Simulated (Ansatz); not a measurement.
Reactions of C3H8OSi, SMILES `OCC=C[SiH3]`.

Gas-phase electronic energies from Ansatz, PBE0-D4/def2-TZVP geometries. CBS: MP2 limit from def2 TZ/QZ plus the TZ coupled-cluster correction, frozen cores. This one scheme is used for every species, atoms too. For atomizations the MP2-based limit and the directly extrapolated one differ by several kJ/mol either way, and by 10 to 25 for some Ge, Se and Sn compounds, so smaller differences from it don't rank the levels. Double bonds are as drawn, so ΔE can hold a change between cis and trans. Open shells (•) are unrestricted, without spin–orbit coupling. Spin–orbit coupling would lower the free atoms: a little for C, O, Si. def2 core potentials past Kr. For Br, Sn outer-core shells are correlated without core-valence functions, so the limit isn't a true one: a few kJ/mol of doubt a bond, and 10 to 20 or more in all where bonds break to atoms. Scalar relativity is left out up to krypton. One conformer a species, not always the lowest.

(1) Order these by ΔE at CCSD(T)/CBS, lowest first. (Estimate.)
A. `OC/C=C/[SiH3]` + `N=CO` → `O/C=N/[SiH3]` + `C=CCO`
B. `OC/C=C/[SiH3]` → 3 C• + 8 H• + O• + Si•
C. `OC/C=C/[SiH3]` → `CC(C)[Si]O`
D. `OC/C=C/[SiH3]` + H₂ → `C=CCO` + SiH₄
E. `OC/C=C/[SiH3]` → `C[SiH2]CC=O`
F. `OC/C=C/[SiH3]` + `[OH][SnH3]` → `[SiH3][O][SnH3]` + `C=CCO`
G. `OC/C=C/[SiH3]` + `O=CCBr` → `O=C([SiH3])CBr` + `C=CCO`

Largest T1 diagnostic: 0.014, for `O/C=N/[SiH3]`.

Results:

(1) C (-118.7 kJ/mol), F (-105.5 kJ/mol), E (-93.2 kJ/mol), A (-46.0 kJ/mol), D (-19.4 kJ/mol), G (+15.9 kJ/mol), B (+4888.9 kJ/mol).
